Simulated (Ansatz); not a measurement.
Consider the ligand exchange at the Al–N bond: `C[N](C)[AlH][SH]` + CH₃NH₂ → `C[NH][AlH][SH]` + `CNC`.

Isolated molecules relaxed with PBE0-D4/def2-TZVP in Ansatz; ΔE leaves out vibrations. CCSD(T)/CBS is the MP2 limit (def2-TZVPP, def2-QZVPP) plus CCSD(T) − MP2 in def2-TZVPP, frozen cores. Each species was taken in one conformer, which may not be the lowest.

```
           species  CCSD(T)/CBS(def2) energy (Eh)
`C[N](C)[AlH][SH]`                     -775.47358
            CH₃NH₂                      -95.75281
  `C[NH][AlH][SH]`                     -736.22383
             `CNC`                     -135.00321
```

(1) Work out ΔE.

Largest T1 diagnostic among the species: 0.012.

Answers

(1) ΔE = (-736.22383) + (-135.00321) − (-775.47358) − (-95.75281) = -0.00065 Eh = -0.4 kcal/mol.

The D4 term adds +0.9 kcal/mol with B3LYP and +0.5 kcal/mol with PBE0; it sums over pairs of atoms, weighted by their polarisabilities, and B3LYP, whose exchange is more repulsive, gets the larger term. Leaving LDA and LC-ωPBE aside and taking each functional with its dispersion term where it has one, the values, not all of them listed here, spread over 0.7 kcal/mol, from B2PLYP to revPBE-D4. In def2-TZVPP, CCSD(T) changes the Hartree–Fock value by +2.0 kcal/mol (the triples alone add +0.4 kcal/mol) and MP2 by +2.3 kcal/mol.

B3LYP here is the variant with VWN-RPA as its local correlation; programs differ in this.
